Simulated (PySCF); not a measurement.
BF3H3N, SMILES F[B-]([NH3+])(F)F. Heavy atoms are numbered as in [B-:1]([F:2])([F:3])([F:4])[NH3+:5]. Hydrogens are named by the atom that carries them.

Coordinates come from a PBE-D3(BJ)/def2-SVP optimisation.

These are KT2/pcSseg-1 in PySCF values and carry that method's errors.

GIAO shieldings, no solvent; atoms alike by connectivity are averaged. δ = σ(ref) − σ: ¹¹B against BF3 (σ = 89.8 ppm); ¹⁹F against CFCl3 (σ = 127.1 ppm); ¹⁵N against NH3 (σ = 266.2 ppm); ¹H against TMS (σ = 31.47 ppm), references at their B3LYP-D3(BJ)/def2-TZVP geometries, non-relativistic.

```json
[
 {"nucleus": "¹¹B", "atoms": "B1", "count": "1", "δ (ppm)": "-10.9"},
 {"nucleus": "¹⁹F", "atoms": "F2", "count": "3", "δ (ppm)": "-197.1"},
 {"nucleus": "¹⁵N", "atoms": "N5 (NH3)", "count": "1", "δ (ppm)": "58.7"},
 {"nucleus": "¹H", "atoms": "H on N5", "count": "3", "δ (ppm)": "2.72"}
]
```
